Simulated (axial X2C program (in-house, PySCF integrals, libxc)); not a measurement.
# Ω levels of OPrS⁻ from open-shell CI on f(δφ)1 s1 f(π)0

Calculated with an axial X2C code built on PySCF integrals: two-component X2C with atomic mean-field Coulomb and Gaunt terms, basis O dyall-v2z, Pr dyall-v2z, S dyall-v2z (cores contracted in-house). Orbitals come from Hartree–Fock averaged over the configuration Pr f(δφ)1 s1 f(π)0; CI then distributes these electrons over the f(δφ), s, f(π) shells of Pr.

O–Pr–S held linear, bonds 1.806 and 2.150 Å (the second held) (near the minimum of the configuration average).

Active spinors (ω > 0):

```csv
shell,ω,ε (eV),character
f(δφ),3/2,10.40,100% Pr f
f(δφ),5/2,10.52,100% Pr f
f(δφ),5/2,10.79,100% Pr f
f(δφ),7/2,10.95,100% Pr f
s,1/2,2.14,"77% Pr s, 17% Pr d"
f(π),1/2,12.86,"72% Pr f, 13% Pr d, 8% O p"
f(π),3/2,12.92,"74% Pr f, 14% Pr d, 8% O p"
```

Lowest levels of this model:

| Ω | energy (cm⁻¹) | g∥ | configuration |
| --- | --- | --- | --- |
| 2 | 0 | 2.15 | 100% f(δφ)1 s1 |
| 3 | 133 | 6.19 | 100% f(δφ)1 s1 |
| 1 | 1512 | 0.03 | 100% f(δφ)1 s1 |
| 2 | 1777 | 4.02 | 100% f(δφ)1 s1 |
| 4 | 2535 | 10.00 | 100% f(δφ)1 s1 |
| 3 | 2732 | 6.02 | 100% f(δφ)1 s1 |
| 3 | 3510 | 7.79 | 100% f(δφ)1 s1 |
| 2 | 3826 | 3.86 | 100% f(δφ)1 s1 |

g∥ is the magnitude of 2⟨Lz + ge Sz⟩ for the +Ω component.

(1) From Ω and g∥ of the lowest level, whose 2⟨Lz + ge Sz⟩ is positive, find ⟨Sz⟩ and ⟨Lz⟩ (ge = 2.0023).

Occupations of the active spinors in the lowest level by ω, shell by shell in order of energy: -7/2: 0.00; -5/2: 0.00 0.00; -3/2: 0.00 0.00; -1/2: 1.00 0.00; 1/2: 0.00 0.00; 3/2: 0.00 0.00; 5/2: 0.49 0.51; 7/2: 0.00. The leading determinant has weight 0.51 among 10.

This point took 1.4 s on 1 thread of Arm Neoverse V1 (shared host).

There is no dynamic correlation: spin–orbit spacings and, for f shells, spacings inside one term are the most reliable numbers, splittings between terms come out too wide, and energies between configurations are not reliable, so the lowest level need not be the ground state of the molecule. At most 6 roots were kept for each Ω > 0 (twice that for Ω = 0) within 3.5 eV of the lowest, so higher up levels can be missing between those listed; levels with Ω > 0 are doubly degenerate and listed once, Ω = 0 levels singly. States that fill the shells left empty in the average are placed too high. For an anion, levels above electron detachment are held by the basis set. The molecule was held linear; bending was not examined.

Answers

(1) Ω = ⟨Lz⟩ + ⟨Sz⟩ = 2 and ⟨Lz⟩ + ge⟨Sz⟩ = 1.075, so ⟨Sz⟩ = -0.92 and ⟨Lz⟩ = 2.92.
